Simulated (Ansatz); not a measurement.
Stepwise reaction of `C1N[SiH2]O1` with hydrogen fluoride, as a gas-phase model of exchange steps in deposition or etching. ΔE in kJ/mol.

Calculated with Ansatz (gas phase, PBE0-D4/def2-TZVP geometries, no zero-point term in ΔE). CCSD(T)/CBS adds triple-zeta CCSD(T) − MP2 to the extrapolated MP2 energy (def2 sets, frozen cores). This one scheme is used for every species. DFT in def2-TZVPP. B3LYP here is the variant with VWN-RPA as its local correlation; programs differ in this.

```
step                                    reaction  PBE-D4  B3LYP-D4  ωB97M-V  CCSD(T)/CBS
   1    `C1N[SiH2]O1` + H–F → `F[SiH]1NCO1` + H₂  -146.3    -152.8   -154.4       -149.8
   2  `F[SiH]1NCO1` + H–F → `F[Si]1(F)NCO1` + H₂  -127.0    -134.8   -136.8       -133.1
```

By hand: ΔE of the 2 steps together at CCSD(T)/CBS.

(-149.8) + (-133.1) = -282.9 kJ/mol, or -141.4 kJ/mol a step.

In ΔE each step is higher than the one before. All are downhill at CCSD(T)/CBS. PBE-D4 differs from CCSD(T)/CBS by 3.5 to 6.1 kJ/mol a step. Isolated molecules leave out the surface, adducts and barriers. Largest T1 diagnostic: 0.012.
